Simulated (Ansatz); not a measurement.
System: SeO₃ (charge 0, singlet). 
Structure (B3LYP-D3(BJ)/def2-TZVP (Ansatz, a quantum-chemistry and plane-wave program) minimum search):
SMILES: [Se+2]([O-])(=O)[O-]
```xyz
4

Se     0.0000     0.0000     0.0000
O      1.6003    -0.0313    -0.0466
O     -0.7730     1.4022     0.0252
O     -0.8274    -1.3708     0.0214
```
Charge 0, spin multiplicity 1.

Parts of the frozen-core correlation energy in STO-3G (Ansatz, hartree). Frozen orbitals: 17; correlated occupied orbitals by spin: 12 and 12; virtual: 4 and 4. Spin-orbit coupling is left out. No relativistic terms. The restricted reference is unstable. The program attaches cautions to this run: large difference.

| term | value |
|---|---|
| reference (HF) | -2594.63413 |
| MP2 opposite-spin | ? |
| MP2 same-spin | ? |
| CCSD correlation | ? |
| (T) | -0.03773 |
| FCI minus CCSD(T) | -0.00489 |
| T1 diagnostic | 0.036 |
| largest doubles amplitude | 0.137 |

Task: Fill in the missing entries.

Result: 
- MP2 opposite-spin, value: -0.18812
- MP2 same-spin, value: -0.06604
- CCSD correlation, value: -0.24722
